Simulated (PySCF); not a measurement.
Computed properties of Be(Br)(SeH) (BeBrHSe), SMILES [SeH][Be][Br]

BeBrHSe, SMILES [SeH][Be][Br]. Geometry: B3LYP-D3(BJ)/def2-TZVP. Other conformers were not sampled. All values are computed for the isolated molecule unless a solvent is named; none is compared with measurement here.

**Structure.** The optimised structure has Cs symmetry. All 6 harmonic modes at B3LYP-D3(BJ)/def2-TZVP (PySCF) are real, so it is a minimum. With heavy atoms numbered as in [Be:1]([Br:2])[SeH:3], the shortest bond between them is Be1–Br2 at 1.960 Å and the longest Be1–Se3 at 2.033 Å.

**Vibrations.** The strongest infrared lines (harmonic, unscaled, degenerate partners summed) lie at 947 cm⁻¹ (317 km/mol, Be 95 %), 177 cm⁻¹ (21 km/mol, Be 82 %, H 12 %), 206 cm⁻¹ (16 km/mol, Be 95 %). The softest mode is at 177 cm⁻¹ and the zero-point energy is 6.5 kcal/mol.

**Electronic structure.** M06-2X/def2-TZVPD (PySCF) places the frontier levels at -8.58 and -0.45 eV, a gap of 8.13 eV, and gives a dipole moment of 0.62 D and a mean polarisability of 65.3 bohr³.

**Excitations.** TDDFT-B3LYP/def2-SVPD (PySCF) has S1 at 4.74 eV (262 nm, f = 0.001, dark); the most intense of the 10 singlets computed lies at 5.91 eV (f = 0.13). T1 (TDA) is at 4.52 eV. No vertical singlet excitation falls in the visible range (under 3.1 eV).

**NMR.** GIAO shifts at PBE0/pcSseg-2 (PySCF) (non-relativistic, atoms alike by connectivity averaged): ¹H at 0.6 ppm against TMS. Without spin–orbit terms, shifts of atoms bonded to Cl or Br come out too high.
